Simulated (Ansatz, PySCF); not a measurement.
This Ansatz (a quantum-chemistry and plane-wave program) input computes a CAM-B3LYP/def2-TZVPD energy:

Ansatz 0.2 input:
```yaml
crystal:
  periodic: [false, false, false]
  atoms:
    - {symbol: O, position_ang: [-1.36687604, 0.55831406, -0.03290379]}
    - {symbol: Se, position_ang: [0.00828182, -0.28161326, 0.00618097]}
    - {symbol: O, position_ang: [1.33167830, 0.63854228, 0.00663467]}
basis:
  gaussian:
    orbitals: def2-TZVPD
hamiltonian:
  xc: {name: CAM-B3LYP}
output: {forces: true}
```

Write an input for the same energy in PySCF and say what it gives.


```python
from pyscf import gto, scf, dft

mol = gto.M(
    atom='''
    O    -1.36687604    0.55831406   -0.03290379
    Se    0.00828182   -0.28161326    0.00618097
    O     1.33167830    0.63854228    0.00663467
    ''',
    basis='def2-tzvpd',
    charge=0,
    spin=0,
    verbose=4,
)

mf = dft.RKS(mol, xc='camb3lyp').density_fit(auxbasis='def2-universal-jkfit')
mf.grids.level = 3
mf.conv_tol = 1e-9
mf.max_cycle = 100
mf.max_memory = 1500
mf.kernel()
if not mf.converged:
    mf = mf.newton()
    mf.kernel(mf.make_rdm1())
mf.analyze()
```
It gives -2552.07904 Eh, and Ansatz -2552.07902 Eh, a difference of 0.02 mEh, from the treatment of integrals and grids.
